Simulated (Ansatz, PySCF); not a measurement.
System: CH3OS (charge 0, doublet). It need not be the lowest isomer of its formula. 
Geometry from a B3LYP-D3(BJ)/def2-TZVP (Ansatz, a program for electronic structure) optimisation:
SMILES: C[S]=O
```xyz
6

C     -1.3941     0.3113     0.0856
S      0.2181    -0.4773    -0.1605
O      1.2502     0.5488     0.2074
H     -1.4940     0.6074     1.1297
H     -2.1650    -0.4153    -0.1755
H     -1.4683     1.1870    -0.5589
```
Charge 0, spin multiplicity 2.

Property: atomisation energy (electronic, to ground-state atoms), in kcal/mol. Valence correlation only, unless marked. Open shells are spin-unrestricted. No spin-orbit coupling. Non-relativistic unless marked X2C. The coupled-cluster limit lacks core correlation, which all-electron functionals hold. CBS(X,Y): correlation extrapolated as X^-3; Hartree-Fock from the larger set. The bracket is a focal-point correction in the basis named.

| level | program | atomisation energy (kcal/mol) |
|---|---|---|
| BP86-D4/def2-TZVPD | PySCF + dftd4 | 515.1 |
| r2SCANh/def2-TZVPD | Ansatz | 490.2 |

### Question
What does RI-MP2/CBS(cc-pV(T+d)Z,cc-pV(Q+d)Z)+[CCSD(T)-MP2]/cc-pV(T+d)Z (Ansatz) give?

### Answer
489.1 kcal/mol
